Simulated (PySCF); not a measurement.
## Ne²⁺: interval between two levels

Ne²⁺ [He] 2s2 2p4 [3P2, M_J = 2] → Ne²⁺ [He] 2s1 2p4 3s1 [5P3, M_J = 3], as a difference of total energies. All numbers are calculated (PySCF 2.14, the two-component X2C-1e Hamiltonian, in x2c-SVPall-2c with one added diffuse shell of s type (4s2p1d, 15 functions)). Correlated levels: 1s2 frozen. "Screened" scales the spin-orbit matrix elements by Boettger's factors to mimic the two-electron term; Breit and QED terms are absent.

```json
{"method": "GHF (spin-free)", "interval between two levels (cm⁻¹)": "479010"}
{"method": "GMP2 (spin-free)", "interval between two levels (cm⁻¹)": "484030"}
{"method": "GHF (screened spin-orbit)", "interval between two levels (cm⁻¹)": "478980"}
{"method": "GMP2 (screened spin-orbit)", "interval between two levels (cm⁻¹)": "484010"}
```

The labels give the starting determinants; with spin-orbit coupling the two ends relaxed to ⟨J²⟩ = 6.00, ⟨L²⟩ = 2.00, ⟨S²⟩ = 2.00 and ⟨J²⟩ = 12.00, ⟨L²⟩ = 2.00, ⟨S²⟩ = 6.00.
